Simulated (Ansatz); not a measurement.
Start from `F[SiH]1CS1` and change one atom or group to get `O[SiH]1CS1`.

Ansatz, PBE0-D4/def2-TZVP geometries, multiplicity 1. Each molecule was computed in one conformer, which needn't be the lowest.

```csv
property,`F[SiH]1CS1`
HOMO energy (ωB97M-V/def2-TZVPP) / eV,-9.54
HOMO energy (B3LYP/def2-TZVPP) / eV,-7.10
HOMO–LUMO gap (PBE/def2-TZVPP) / eV,5.09
HOMO energy (PBE0/def2-TZVPP) / eV,-7.37
size of the dipole moment (ωB97M-V/def2-TZVPP) / D,1.63
zero-point energy (PBE0-D4/def2-TZVP) / kJ/mol,105.2
```

(1) Give the same properties after the change, and the shifts. (An estimate is asked.)

Answers

(1) Ansatz gave: 
```tsv
property	`O[SiH]1CS1`	shift
HOMO energy (ωB97M-V/def2-TZVPP) / eV	-9.27	0.27
HOMO energy (B3LYP/def2-TZVPP) / eV	-6.83	0.27
HOMO–LUMO gap (PBE/def2-TZVPP) / eV	5.09	0.00
HOMO energy (PBE0/def2-TZVPP) / eV	-7.09	0.28
size of the dipole moment (ωB97M-V/def2-TZVPP) / D	1.45	-0.18
zero-point energy (PBE0-D4/def2-TZVP) / kJ/mol	135.2	30.0
```

The zero-point energy changes by 30.0 kJ/mol with +3 modes. Dipoles are sizes alone; their direction can turn.

B3LYP here is the variant with VWN-RPA as its local correlation; programs differ in this.
